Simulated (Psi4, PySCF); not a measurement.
Intermolecular potential of H8Ge3 ··· H2O (SMILES [GeH3][GeH2][GeH3] and O), singlet. Monomers: optimised at B3LYP-D3(BJ) (def2-TZVP), held rigid. Orientation: lowest of the rigid-body minima from ten starts at GFN2-xTB. Only R, the distance of the centres of mass, is varied, so the lowest point isn't the relaxed dimer. The table gives interaction energies.

| R / Å | A | B | C |
|---|---|---|---|
| 2.19 | 34.22 | 43.95 | -0.12 |
| 2.38 | 15.82 | 24.48 | -16.46 |
| 2.57 | 4.35 | 11.88 | -25.06 |
| 2.76 | -2.42 | 4.04 | -28.40 |
| 3.00 | -6.62 | -1.41 | -27.92 |
| 3.28 | -7.93 | -4.03 | -23.97 |
| 3.60 | -7.20 | -4.53 | -18.42 |
| 4.08 | -4.92 | -3.50 | -12.08 |
| 4.75 | -2.43 | -1.75 | -6.01 |
| 5.73 | -0.83 | -0.43 | -1.08 |
| 7.10 | -0.21 | -0.06 | -0.07 |

Energies in kJ/mol.

Assign the columns to these levels of theory: PBE/def2-TZVP, counterpoise-corrected run with Psi4; PySCF with restricted M06-2X/6-31G*, spherical d, no counterpoise correction; SAPT0/jun-cc-pVDZ, frozen core (Psi4).

A is SAPT0/jun-cc-pVDZ; B is PBE/def2-TZVP; C is RKS-M06-2X/6-31G*.
